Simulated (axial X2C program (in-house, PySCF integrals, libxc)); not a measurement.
## GaCl at several levels of theory

All values were computed with an in-house relativistic program for diatomic molecules. Spin-free means the one-electron spin-free X2C Hamiltonian; two-component (2c) means X2C with spin–orbit coupling and atomic mean-field two-electron Coulomb and Gaunt terms, so the difference of the two also holds small scalar two-electron terms. Basis: Ga dyall-cv3z [9s9p7d4f1g], Cl dyall-av3z [9s8p3d2f] (cores contracted in-house); Gaussian nuclei, density fitting, unrestricted open shells. Masses: Ga 68.926 u, Cl 34.969 u.

The run was started with this input:
```json
{"zs": [31, 17], "q": 0, "bas": ["dyall-cv3z", "dyall-av3z"], "levels": ["PBE0", "HF", "PBE"], "cc": true, "r0": 2.23, "thr": -1.0, "nmax": 90, "npts": 10, "nst": 2, "ntry": 6}
```
```bash
python so2c.py task.json out
```

Keys: zs atomic numbers; q charge; bas basis sets; levels methods; cc coupled cluster on or off; r0 starting distance in Å; thr threshold in hartree for freezing inner shells (an s shell follows its p shell); nmax most natural virtual spinors; npts points on the curve; nst determinants followed; ntry starts of the search. HF also brings MP2.

State, spin-free: M_S = 0, Λ = 0 (closed shell); electrons by block: σα: 12, σβ: 12, π+α: 5, π+β: 5, π-α: 5, π-β: 5, δ+α: 1, δ+β: 1, δ-α: 1, δ-β: 1. Fragments: Ga + Cl.

State, 2c: Ω = 0 (closed shell); electrons by block: 1/2: 17, -1/2: 17, 3/2: 6, -3/2: 6, 5/2: 1, -5/2: 1. Fragments: Ga + Cl.

```
Hamiltonian    level  Re (Å)  ωe (cm⁻¹)  ωexe (cm⁻¹)  Be (cm⁻¹)  De (eV)  μ (D)
  spin-free     PBE0   2.217      357.6         1.22     0.1478     4.80  -2.57
  spin-free       HF   2.231      354.3          1.3      0.146     3.58  -2.71
  spin-free      MP2   2.230      358.7          1.2     0.1461     4.93    n/a
  spin-free     CCSD   2.232      357.2         1.22     0.1459     4.63    n/a
  spin-free  CCSD(T)   2.235      355.9         1.19     0.1455     4.74    n/a
  spin-free      PBE   2.238      344.6         1.19     0.1451     4.92  -2.60
         2c     PBE0   2.218      357.5         1.22     0.1477      n/a  -2.57
         2c       HF   2.232      354.1          1.3     0.1459      n/a  -2.72
         2c      MP2   2.231      358.6          1.2      0.146     4.84    n/a
         2c     CCSD   2.232      356.9         1.22     0.1458     4.54    n/a
         2c  CCSD(T)   2.235      355.7         1.19     0.1455     4.65    n/a
         2c      PBE   2.239      344.5         1.19      0.145      n/a  -2.60
```

Correlated methods: 10 electrons correlated (number of frozen shells: Ga 3 s, 2 p, 1 d; Cl 2 s, 1 p), 258 virtual spin orbitals or spinors in MP2, 90 natural virtuals in coupled cluster.

Dipoles are positive if Cl is the positive end.

The state is one determinant whose occupation by symmetry is held fixed; it was picked as the lowest of a PBE0 search that is not exhaustive. The closed shell is kept restricted, so the energy runs too high when the bond is stretched far. Dissociation energies refer to the lowest single-determinant-based atoms at the same level and basis. De is not given where an atomic determinant may have missed its ground term or J level, or where the truncated virtual space spoils (T). CCSD and (T) use frozen natural virtuals with an MP2 correction for the truncation; (T) itself is uncorrected, so its De runs slightly low. Without a current term, density functionals place determinants with orbital angular momentum somewhat too high. With the outer-core shells frozen, correlated bond lengths of heavy atoms tend to come out a few hundredths of an ångström too long.

Rough cost a point (2c) on 1 thread(s) of a shared host, integrals apart: PBE0 0.4 s, HF 0.16 s, CCSD(T) 4 s, PBE 0.24 s.

The whole task took 86 s on 1 thread of Intel(R) Xeon(R) Processor @ 2.30GHz, on a shared host.
